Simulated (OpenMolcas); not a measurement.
## 3d⁴ along the 22-electron sequence

```
Program             : OpenMolcas
Method              : SS-CASPT2, IPEA 0.25 Eh, imaginary shift 0.1 Eh
Basis               : ANO-R3
Scalar Hamiltonian  : X2C, finite nucleus
Spin-orbit coupling : RASSI with atomic mean-field integrals over the reference wave functions, term energies averaged over their components
```

Active space for each ion: 4 electrons in 5 orbitals (3d); closed shells correlated by CASPT2: 3s 3p.

Computed levels in cm-1 above ⁵D₀:

```csv
Level,Mn3+,Fe4+,Co5+,Ni6+,Cu7+
⁵D₁,102,150,209,287,386
⁵D₂,301,439,610,830,1107
⁵D₃,588,852,1176,1587,2100
⁵D₄,953,1371,1880,2520,3300
³P₀(1),20460,24010,27210,30240,33040
³P₁(1),21080,24910,28460,31950,35310
³H₄,21170,24950,28470,31900,35200
³H₅,21390,25280,28940,32550,36110
³H₆,21640,25640,29450,33240,37020
weight of ⁵D in the lowest level (%),100,100,100,99,99
```

Measured, with the error of the calculation in %. Measured levels: Mn3+ from Corliss and Sugar, J. Phys. Chem. Ref. Data 6, 1253 (1977); Fe4+ from Corliss and Sugar, J. Phys. Chem. Ref. Data 11, 135 (1982); Co5+ from Sugar and Corliss, J. Phys. Chem. Ref. Data 10, 1097 (1981); Ni6+ from Corliss and Sugar, J. Phys. Chem. Ref. Data 10, 197 (1981).

```
 Level          Mn3+          Fe4+          Co5+          Ni6+
   ⁵D₁   99.0 (+3.3)    142 (+5.4)    204 (+2.6)    279 (+2.9)
   ⁵D₂    287 (+5.1)    417 (+5.2)    589 (+3.6)    804 (+3.2)
   ⁵D₃    552 (+6.5)    803 (+6.1)   1125 (+4.5)   1520 (+4.4)
   ⁵D₄    886 (+7.6)   1283 (+6.9)   1782 (+5.5)   2392 (+5.2)
³P₀(1)  20654 (-0.9)  24055 (-0.2)  27166 (+0.1)  30077 (+0.6)
³P₁(1)  21279 (-1.0)  24973 (-0.3)     28462 (0)  31836 (+0.4)
   ³H₄  21281 (-0.5)  24932 (+0.1)  28377 (+0.3)  31672 (+0.7)
   ³H₅  21475 (-0.4)  25226 (+0.2)  28806 (+0.5)  32286 (+0.8)
   ³H₆  21679 (-0.2)  25528 (+0.4)  29234 (+0.7)  32877 (+1.1)
```

The fine-structure level ⁵D₄ changes by a factor of 3.46 from Mn3+ to Cu7+. Its fourth root runs 5.56, 6.08, 6.58, 7.09, 7.58, with steps per unit of Z of 0.53, 0.50, 0.50, 0.49; equal steps would mean a (Z - σ)^4 law with constant σ.

³P₀(1) changes by a factor of 1.61 over the same range, with steps per unit of Z of +3550, +3200, +3030, +2800 cm-1.

CASPT2 does not keep the components of a term degenerate, so their means are used; among the terms shown or strongly mixed into the levels shown the widest spread is 41 cm-1 (3d⁴ ³H, Ni6+). Measured partners are found by configuration, term and J. A level has none where our copy of the source lacks it or the pairing is in doubt (some pairs that miss far off the trend of their configuration count as doubtful), and it then counts in no deviation. Only configurations of the active space appear.

A number in round brackets counts repeated terms of one configuration in the order of the reference energies.
